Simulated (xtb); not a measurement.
C6H4Cl (SMILES Clc1[c]cccc1), doublet, from a rough starting geometry; GFN2-xTB run with xtb.

The xtb input:
```
$ xtb mol.xyz --gfn 2 --uhf 1 --opt vtight --json

# file mol.xyz
11

Cl     3.01811189    -1.04001479    -0.12209502
C      1.39294352    -0.51873999    -0.03147751
C      0.47324263    -1.47808134    -0.01840483
C     -0.95971896    -1.18838561     0.02594253
C     -1.39233355     0.17984075     0.05201655
C     -0.37178797     1.17060733    -0.01042098
C      0.96548851     0.76866431    -0.00669739
H     -1.68088978    -2.02494457     0.02213227
H     -2.39042282     0.38155159     0.08733594
H     -0.63193220     2.14898513     0.03160843
H      1.75079683     1.54367343    -0.03154300
```

Problem. Predict the main parts of the log of this xtb run.

Solution. 
```
   ID    Z sym.   atoms
    1   17 Cl     1
    2    6 C      2-7
    3    1 H      8-11

           -------------------------------------------------
          |                Calculation Setup                |
           -------------------------------------------------

           -------------------------------------------------
          |                 G F N 2 - x T B                 |
           -------------------------------------------------

          ...................................................
          :                      SETUP                      :
          :.................................................:
          :  # basis functions                  38          :
          :  # atomic orbitals                  37          :
          :  # shells                           19          :
          :  # electrons                        35          :
          :  max. iterations                   250          :
          :  Hamiltonian                  GFN2-xTB          :
          :  restarted?                      false          :
          :  GBSA solvation                  false          :
          :  PC potential                    false          :
          :  electronic temp.          300.0000000     K    :
          :  accuracy                    1.0000000          :
          :  -> integral cutoff          0.2500000E+02      :
          :  -> integral neglect         0.1000000E-07      :
          :  -> SCF convergence          0.1000000E-05 Eh   :
          :  -> wf. convergence          0.1000000E-03 e    :
          :  Broyden damping             0.4000000          :
          :  net charge                          0          :
          :  unpaired electrons                  1          :
          ...................................................

 iter      E             dE          RMSdq      gap      omega  full diag
   1    -19.5716772 -0.195717E+02  0.560E+00    2.75       0.0  T
   2    -19.5865555 -0.148782E-01  0.337E+00    2.55       1.0  T
   3    -19.5716237  0.149318E-01  0.130E+00    2.89       1.0  T
   4    -19.5891014 -0.174777E-01  0.367E-01    2.57       1.0  T
   5    -19.5903949 -0.129350E-02  0.125E-01    2.71       1.0  T
   6    -19.5905197 -0.124826E-03  0.622E-02    2.67       1.0  T
   7    -19.5905205 -0.851059E-06  0.404E-02    2.68       1.0  T
   8    -19.5905301 -0.951621E-05  0.257E-02    2.68       1.2  T
   9    -19.5905317 -0.163167E-05  0.167E-02    2.68       1.8  T
[...]
         :: total energy             -19.298553129369 Eh    ::
 * total energy  :   -19.2985531 Eh     change       -0.1617444E-09 Eh
 * total energy  :   -19.3197300 Eh     change       -0.2117682E-01 Eh
 * total energy  :   -19.3220758 Eh     change       -0.2345867E-02 Eh
 * total energy  :   -19.3222739 Eh     change       -0.1980518E-03 Eh
 * total energy  :   -19.3223055 Eh     change       -0.3160308E-04 Eh
 * total energy  :   -19.3223099 Eh     change       -0.4420275E-05 Eh
 * total energy  :   -19.3223104 Eh     change       -0.5483228E-06 Eh
 * total energy  :   -19.3223107 Eh     change       -0.2752653E-06 Eh
 * total energy  :   -19.3223108 Eh     change       -0.5833411E-07 Eh
   *** GEOMETRY OPTIMIZATION CONVERGED AFTER 9 ITERATIONS ***
         :: total energy             -19.322310774203 Eh    ::
[...]
    10   1 H        0.926     0.053     2.287     2.365
    11   1 H        0.926     0.064     2.157     2.297

 Mol. C6AA /au·bohr⁶  :       2340.246110
 Mol. C8AA /au·bohr⁸  :      67523.065202
 Mol. α(0) /au        :         77.632363

Wiberg/Mayer (AO) data.
largest (>0.10) Wiberg bond orders for each atom

 ---------------------------------------------------------------------------
     #   Z sym  total        # sym  WBO       # sym  WBO       # sym  WBO
 ---------------------------------------------------------------------------
     1  17 Cl   1.121 --     2 C    0.967
     2   6 C    3.919 --     3 C    1.459     7 C    1.352     1 Cl   0.967
                             5 C    0.108
     3   6 C    3.297 --     4 C    1.506     2 C    1.459     6 C    0.107
     4   6 C    3.988 --     3 C    1.506     5 C    1.374     8 H    0.954
                             7 C    0.116
     5   6 C    3.985 --     6 C    1.445     4 C    1.374     9 H    0.962
                             2 C    0.108
     6   6 C    3.992 --     7 C    1.448     5 C    1.445    10 H    0.961
                             3 C    0.107
     7   6 C    3.982 --     6 C    1.448     2 C    1.352    11 H    0.958
                             4 C    0.116
     8   1 H    0.996 --     4 C    0.954
     9   1 H    0.997 --     5 C    0.962
    10   1 H    0.997 --     6 C    0.961
    11   1 H    0.996 --     7 C    0.958
 ---------------------------------------------------------------------------

Topologies differ in total number of bonds
Writing topology from bond orders to xtbtopo.mol

molecular dipole:
                 x           y           z       tot (Debye)
 q only:       -0.938       0.473       0.033
   full:       -0.774       0.523       0.029       2.375
molecular quadrupole (traceless):
                xx          xy          yy          xz          yz          zz
 q only:       -3.283       3.607       2.469       0.157      -0.098       0.814
  q+dip:        0.132       3.634       2.793      -0.065      -0.064      -2.925
   full:       -0.820       3.034       1.541       0.028      -0.075      -0.721

optimized geometry written to: xtbopt.xyz

           -------------------------------------------------
          | TOTAL ENERGY              -19.322310774203 Eh   |
          | GRADIENT NORM               0.000103079686 Eh/α |
          | HOMO-LUMO GAP               2.659952636938 eV   |
           -------------------------------------------------
```
